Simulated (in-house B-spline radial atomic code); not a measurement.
RPA and G0W0 for neutral caesium, [Xe] 6s1, highest spin, as one setting changes: the highest l of the empty states. Start: Hartree-Fock. A dash marks a level of low quasi-particle weight. Computed with an all-electron radial atomic-structure program (B-spline basis): all electrons, scalar-relativistic (spin-free one-electron X2C), finite nucleus, each spin shell either full or empty, empty states to the listed l with an (l + 1/2)⁻⁴ tail; G0W0 by contour deformation at full frequency.

RPA overbinds a lone outer s electron by self-correlation, and G0W0 tends to as well.

```
highest l of the empty states  RPA summed (Eh)  RPA extrapolated (Eh)  G0W0 level (eV)
                            4          -3.3143                -3.9472     6s up -4.052
                            5                ?                      ?                ?
                            6          -3.7492                -3.9975     6s up -4.053
                            7           -3.827                -3.9862     6s up -4.053
                            8          -3.8699                -3.9715     6s up -4.053
                            9                ?                      ?                ?
                           10          -3.9113                -3.9599     6s up -4.053
                           11          -3.9219                -3.9573     6s up -4.052
```

Task: What belongs in the row for 5?

Result: RPA summed (Eh): -3.6046; RPA extrapolated (Eh): -4.009; G0W0 level (eV): 6s up -4.053.

Task: What belongs in the row for 9?

Result: RPA summed (Eh): -3.8953; RPA extrapolated (Eh): -3.9641; G0W0 level (eV): 6s up -4.053.
